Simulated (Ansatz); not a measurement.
Geometry optimisation, RKS PBE/def2-SVP in Ansatz.

The input (input.yaml):

```yaml
crystal:
  periodic: [false, false, false]
  atoms:
    - { symbol: Ti, position_ang: [0.45666, -0.013386, 0.807796] }
    - { symbol: S, position_ang: [-0.175703, -1.080341, -2.931379] }
    - { symbol: "N", position_ang: [-1.19284, 0.003645, 0.389202] }
    - { symbol: H, position_ang: [-0.831775, -0.676354, -1.799688] }
    - { symbol: O, position_ang: [1.188034, 1.657879, 0.664811] }
    - { symbol: O, position_ang: [0.968978, -1.00082, 2.224628] }
    - { symbol: H, position_ang: [0.057831, 0.211647, -3.302358] }
    - { symbol: H, position_ang: [-2.199876, -0.205279, 0.467113] }
    - { symbol: H, position_ang: [0.63886, 2.39558, 0.33892] }
    - { symbol: H, position_ang: [1.090032, -1.29267, 3.141056] }
basis:
  gaussian: { orbitals: def2-SVP }
hamiltonian:
  xc: pbe
relax:
  f_tol: 0.03
  max_steps: 50
```

Command:

```bash
$ ansatz run input.yaml --threads 2 --pin off --max-ram 3072MiB --backend cpu --events-out ev --progress --plain --runs-dir out
```

Q: Where does it end, and by what steps?

A: The run converged. The force dipped under the threshold on the way, but the program's further checks kept it going. After 24 steps the energy has fallen by 2.378 eV; H4 moved furthest, 1.97 Å. Parted: S2–H4 (1.37 → 3.57 Å). Joined: Ti1–S2 (3.94 → 2.34 Å), N3–H4 (2.32 → 1.03 Å).

| step | energy less start (eV) | largest force component (eV/Å) | accepted |
| --- | --- | --- | --- |
| 0 | 0.0000 | 0.299 | yes |
| 1 | -0.1163 | 0.286 | yes |
| 2 | -0.2616 | 0.350 | yes |
| 3 | -0.4333 | 0.422 | yes |
| 4 | -0.6029 | 0.468 | yes |
| 5 | -0.7186 | 0.266 | yes |
| 6 | -0.8204 | 0.708 | yes |
| 7 | -1.0287 | 1.221 | yes |
| 8 | -1.3140 | 2.593 | yes |
| 9 | -1.6285 | 2.631 | yes |
| 10 | -1.8731 | 1.164 | yes |
| 11 | -1.9893 | 1.101 | yes |
| 12 | -2.1063 | 0.766 | yes |
| 13 | -2.2028 | 0.368 | yes |
| 14 | -2.2422 | 1.067 | yes |
| 15 | -2.3090 | 0.461 | yes |
| 16 | -2.3481 | 0.325 | yes |
| 17 | -2.3572 | 0.303 | yes |
| 18 | -2.3702 | 0.162 | yes |
| 19 | -2.3759 | 0.063 | yes |
| 20 | -2.3763 | 0.101 | yes |
| 21 | -2.3768 | 0.071 | yes |
| 22 | -2.3773 | 0.030 | yes |
| 23 | -2.3775 | 0.051 | yes |
| 24 | -2.3779 | 0.014 | yes |

```xyz
10
Properties=species:S:1:pos:R:3
Ti 0.228 -0.174 0.079
S 0.844 -1.113 -1.978
N -1.645 -0.069 0.128
H -2.239 0.137 -0.683
O 0.969 1.465 0.142
O 0.721 -1.191 1.472
H 1.381 0.088 -2.342
H -2.218 -0.419 0.904
H 0.523 2.330 0.156
H 1.435 -1.054 2.120
```

Whether the end is a true minimum wasn't checked by a vibrational analysis.

Time of the run: 52 s on 2 threads of Intel(R) Xeon(R) Platinum 8488C (Sapphire Rapids) (shared host), peak memory 0.19 GiB.
